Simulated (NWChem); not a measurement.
System: HSO3 cation; SMILES S(=O)(=[OH+])=O

Here is an NWChem input.

```
start job
memory heap 200 mb stack 900 mb global 1100 mb
charge 1
geometry units angstroms noautosym nocenter noautoz
  O     -1.453718     0.171167     0.000000
  S     -0.046962    -0.096839     0.000000
  O      0.702811    -1.310277     0.000000
  O      0.894695     1.146257     0.000000
  H      0.416627     2.018030     0.000000
end
basis spherical
  * library def2-svp
end
dft
  xc b3lyp
  iterations 150
end
property
  efieldgrad
end
task dft property
```

Parts of the log:

```
             Northwest Computational Chemistry Package (NWChem) 7.3.0
             --------------------------------------------------------

                             Geometry "geometry" -> ""
                             -------------------------

 Output coordinates in angstroms (scale by  1.889725989 to convert to a.u.)

  No.       Tag          Charge          X              Y              Z
 ---- ---------------- ---------- -------------- -------------- --------------
    1 O                    8.0000    -1.45371800     0.17116700     0.00000000
    2 S                   16.0000    -0.04696200    -0.09683900     0.00000000
    3 O                    8.0000     0.70281100    -1.31027700     0.00000000
    4 O                    8.0000     0.89469500     1.14625700     0.00000000
    5 H                    1.0000     0.41662700     2.01803000     0.00000000

 Effective nuclear repulsion energy (a.u.)     189.2740425484

                              NWChem Property Module
                              ----------------------

  itol2e modified to match energy
  convergence criterion.

                                 NWChem DFT Module
                                 -----------------

 Summary of "ao basis" -> "ao basis" (spherical)
 ------------------------------------------------------------------------------
       Tag                 Description            Shells   Functions and Types
 ---------------- ------------------------------  ------  ---------------------
 O                          def2-svp                 6       14   3s2p1d
 S                          def2-svp                 8       18   4s3p1d
 H                          def2-svp                 3        5   2s1p

  itol2e modified to match energy
  convergence criterion.

            General Information
            -------------------
          SCF calculation type: DFT
          Wavefunction type:  closed shell.
          No. of atoms     :     5
          No. of electrons :    40
           Alpha electrons :    20
            Beta electrons :    20
          Charge           :     1
          Spin multiplicity:     1
          Use of symmetry is: off; symmetry adaption is: off
          Maximum number of iterations: 150
          AO basis - number of functions:    65
                     number of shells:    29
          Convergence on energy requested:  1.00D-07
          Convergence on density requested:  1.00D-05
          Convergence on gradient requested:  5.00D-04

              XC Information
              --------------
                         B3LYP Method XC Potential
                     Hartree-Fock (Exact) Exchange  0.200
                        Slater Exchange Functional  0.800 local
                    Becke 1988 Exchange Functional  0.720 non-local
              Lee-Yang-Parr Correlation Functional  0.810
                  VWN I RPA Correlation Functional  0.190 local

             Grid Information
             ----------------
          Grid used for XC integration:  fine
          Radial quadrature: Mura-Knowles
          Angular quadrature: Lebedev.
          Tag              B.-S. Rad. Rad. Pts. Rad. Cut. Ang. Pts.
          ---              ---------- --------- --------- ---------
          O                   0.60       70          10.0       590
          S                   1.00      123           8.0       770
          H                   0.35       60           8.0       590
          Grid pruning is: on
          Number of quadrature shells:   393
          Spatial weights used:  Erf1

      Superposition of Atomic Density Guess
      -------------------------------------

 Sum of atomic energies:        -621.92005907

 Renormalizing density from      41.00 to     40

      Non-variational initial energy
      ------------------------------

 Total energy =    -613.784316
 1-e energy   =   -1205.729909
 2-e energy   =     402.671550
 HOMO         =      -0.819953
 LUMO         =      -0.446103

[...]

          -----------------------
          Electric field gradient
          -----------------------

 1 a.u. = 0.324123 10**(16) esu/cm**3  ( or statvolts/cm**2 ) = 0.97174 10**(22) v/m**2

 ------------------------------------------------------------
   Atom      X         Y         Z
 ------------------------------------------------------------
    1 O   -2.74713   0.32346   0.00000
 ------------------------------------------------------------

 Electric field gradient in molecular frame (a.u.)
         XX             YY             ZZ             XY             XZ             YZ
 ------------------------------------------------------------------------------------------
       -1.273164       1.280354      -0.007190       0.561340       0.000000       0.000000

 Principal components (a.u.) and orientation
 of principal axis w.r.t. absolute frame                      Asymmetry parameter eta
 --------------------------------------------------------------------------------------
        1.398305      -1.391115      -0.007190                       0.989716

        0.205633       0.978629       0.000000
        0.978629      -0.205633      -0.000000
        0.000000      -0.000000       1.000000

 ------------------------------------------------------------
   Atom      X         Y         Z
 ------------------------------------------------------------
    2 S   -0.08875  -0.18300   0.00000
 ------------------------------------------------------------

 Electric field gradient in molecular frame (a.u.)
         XX             YY             ZZ             XY             XZ             YZ
 ------------------------------------------------------------------------------------------
        0.171170      -0.052823      -0.118348      -0.506748      -0.000000       0.000000

 Principal components (a.u.) and orientation
 of principal axis w.r.t. absolute frame                      Asymmetry parameter eta
 --------------------------------------------------------------------------------------
        0.578151      -0.459803      -0.118348                       0.590599

        0.779680       0.626178      -0.000000
       -0.626178       0.779680      -0.000000
       -0.000000       0.000000       1.000000

 ------------------------------------------------------------
   Atom      X         Y         Z
 ------------------------------------------------------------
    3 O    1.32812  -2.47606   0.00000
 ------------------------------------------------------------

 Electric field gradient in molecular frame (a.u.)
         XX             YY             ZZ             XY             XZ             YZ
 ------------------------------------------------------------------------------------------
        0.620085      -0.588164      -0.031921       1.323860       0.000000      -0.000000

 Principal components (a.u.) and orientation
 of principal axis w.r.t. absolute frame                      Asymmetry parameter eta
 --------------------------------------------------------------------------------------
        1.471148      -1.439227      -0.031921                       0.956603

        0.841175      -0.540762      -0.000000
        0.540762       0.841175      -0.000000
        0.000000       0.000000       1.000000

 ------------------------------------------------------------
   Atom      X         Y         Z
 ------------------------------------------------------------
    4 O    1.69073   2.16611   0.00000
 ------------------------------------------------------------

 Electric field gradient in molecular frame (a.u.)
         XX             YY             ZZ             XY             XZ             YZ
 ------------------------------------------------------------------------------------------
        0.180791      -1.481181       1.300390      -0.669305      -0.000000       0.000000

 Principal components (a.u.) and orientation
 of principal axis w.r.t. absolute frame                      Asymmetry parameter eta
 --------------------------------------------------------------------------------------
       -1.717204       1.300390       0.416814                       0.514544

        0.332566      -0.000000       0.943080
        0.943080       0.000000      -0.332566
       -0.000000       1.000000       0.000000

 ------------------------------------------------------------
   Atom      X         Y         Z
 ------------------------------------------------------------
    5 H    0.78731   3.81352   0.00000
 ------------------------------------------------------------

 Electric field gradient in molecular frame (a.u.)
         XX             YY             ZZ             XY             XZ             YZ
 ------------------------------------------------------------------------------------------
        0.036963      -0.236982       0.200019       0.212260       0.000000      -0.000000

 Principal components (a.u.) and orientation
 of principal axis w.r.t. absolute frame                      Asymmetry parameter eta
 --------------------------------------------------------------------------------------
       -0.352628       0.200019       0.152609                       0.134450

       -0.478429       0.000000       0.878126
        0.878126      -0.000000       0.478429
        0.000000       1.000000      -0.000000
```

Level: B3LYP/def2-SVP. All runs use the structure optimised with B3LYP/6-31G* (spherical d). NWChem prints the field gradient with the sign opposite to the second derivative of the potential.
